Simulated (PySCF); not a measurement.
Cartesian coordinates (Å):
SMILES: [SiH3][B][SiH3]
```xyz
9

Si    -1.9320    -0.1610    -0.2613
B      0.0193    -0.0343    -0.1211
Si     1.9337     0.1596     0.2526
H     -2.3977    -1.1864    -1.2295
H     -2.3289     1.1831    -0.7670
H     -2.6329    -0.4041     1.0265
H      2.7467     0.5120    -0.9391
H      2.2618     1.1327     1.3269
H      2.3300    -1.2014     0.7119
```
Charge 0, spin multiplicity 2.

Problem. Give the total energy, dipole moment and highest occupied spin orbital at the level PySCF 2.14.0 with ωB97X-D3(BJ)/def2-TZVP // B3LYP-D3(BJ)/def2-TZVP.

Solution. 
```
Item                                 Result
-----------------------------  ------------
total energy                   -607.4298 Ha
dipole moment                        0.06 D
highest occupied spin orbital      -7.90 eV
```
